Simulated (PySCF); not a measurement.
# Energy of Te (tellurium, neutral) between two integer charges

The 5p beta orbital of [Kr] 4d10 5s2 5p4 is emptied in steps (occupation f), with all orbitals relaxed, ending at [Kr] 4d10 5s2 5p3. All numbers are calculated (PySCF 2.14, scalar relativity by spin-free X2C-1e, in x2c-TZVPall (8s6p4d2f, 60 functions)). The exact energy is a straight line in f; departures are measured from the line between the end points of the same method.

| f | UHF (eV) | LDA (eV) | PBE (eV) | PBE0 (eV) | r2SCAN (eV) | LC-wPBE (eV) | BHandHLYP (eV) | CAM-B3LYP (eV) | r2SCAN0 (eV) |
| --- | --- | --- | --- | --- | --- | --- | --- | --- | --- |
| 1 | 0.000 | 0.000 | 0.000 | 0.000 | 0.000 | 0.000 | 0.000 | 0.000 | 0.000 |
| 0.9 | 0.061 | -0.336 | -0.322 | -0.228 | -0.300 | 0.001 | -0.148 | -0.130 | -0.214 |
| 0.7 | 0.140 | -0.784 | -0.750 | -0.529 | -0.691 | 0.006 | -0.348 | -0.304 | -0.492 |
| 0.5 | 0.164 | -0.934 | -0.891 | -0.626 | -0.808 | 0.010 | -0.417 | -0.364 | -0.573 |
| 0.3 | 0.135 | -0.784 | -0.747 | -0.523 | -0.660 | 0.012 | -0.354 | -0.308 | -0.466 |
| 0.1 | 0.057 | -0.336 | -0.319 | -0.223 | -0.268 | 0.007 | -0.153 | -0.134 | -0.188 |
| 0 | 0.000 | 0.000 | 0.000 | 0.000 | 0.000 | 0.000 | 0.000 | 0.000 | 0.000 |

```tsv
method	E(f=0) − E(f=1) (eV)	−ε at f=1 (eV)	−ε at f=0.5 (eV)
UHF	7.751	8.439	7.734
LDA	9.025	5.299	9.023
PBE	8.733	5.154	8.744
PBE0	8.745	6.212	8.761
r2SCAN	8.788	5.443	8.876
LC-wPBE	8.832	8.841	8.852
BHandHLYP	8.761	7.116	8.745
CAM-B3LYP	8.925	7.487	8.912
r2SCAN0	8.793	6.403	8.867
```

Orbital energy along the path (eV):

```tsv
f	UHF	LDA	PBE	PBE0	r2SCAN	LC-wPBE	BHandHLYP	CAM-B3LYP	r2SCAN0
1	-8.439	-5.299	-5.154	-6.212	-5.443	-8.841	-7.116	-7.487	-6.403
0.9	-8.289	-6.040	-5.873	-6.726	-6.140	-8.849	-7.439	-7.770	-6.906
0.7	-8.004	-7.529	-7.311	-7.750	-7.524	-8.856	-8.088	-8.339	-7.900
0.5	-7.734	-9.023	-8.744	-8.761	-8.876	-8.852	-8.745	-8.912	-8.867
0.3	-7.481	-10.519	-10.167	-9.757	-10.163	-8.829	-9.416	-9.496	-9.779
0.1	-7.242	-12.012	-11.574	-10.732	-11.277	-8.776	-10.114	-10.102	-10.549
0	-7.128	-12.757	-12.267	-11.207	-11.612	-8.739	-10.478	-10.422	-10.736
```

Reference removal energy between the ground levels: 9.010 eV (measured; NIST Atomic Spectra Database, ionization energies). The calculation has no spin-orbit coupling. UHF lacks correlation.
